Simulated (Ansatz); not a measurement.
C₂H₃F₂NSi (`N=C1C(F)[SiH]1F`). The species carries charge 0 and has multiplicity 1. The structure was optimised at the PBE0-D4/def2-TZVP level. It is one conformer, not always the lowest.

```xyz
9

N    -0.953   -1.616   -0.707
C    -0.432   -0.690   -0.034
C     0.902   -0.033    0.145
F     1.909   -0.157   -0.763
Si   -0.575    1.111    0.342
F    -0.796    1.809    1.752
H    -0.234   -2.183   -1.170
H     1.259   -0.228    1.166
H    -1.082    1.987   -0.732
```

Q: What is the dipole moment at ωB97M-V/def2-TZVPP? (Estimate.)

A: Ansatz gave: 1.09 D, with components (0.62, 0.85, 0.27) D in this frame, pointing from negative to positive charge.

Q: And with PBE, r2SCAN, B3LYP? (Best estimate.)

A: Computed: PBE 1.03 D, r2SCAN 1.06 D, B3LYP 1.05 D.

Q: Give the Mulliken charges with ωB97M-V, B3LYP, r2SCAN in def2-TZVPP. (An estimate is asked.)

A: Computed: 
```csv
atom,ωB97M-V,B3LYP,r2SCAN
N1,-0.23,-0.24,-0.30
C2,-0.08,-0.10,-0.08
C3,0.02,0.08,0.11
F4,-0.21,-0.22,-0.22
Si5,0.55,0.57,0.61
F6,-0.29,-0.30,-0.30
H7,0.13,0.15,0.16
H8,0.11,0.10,0.08
H9,0.00,-0.05,-0.06
```

B3LYP here is the variant with VWN-RPA as its local correlation; programs differ in this.
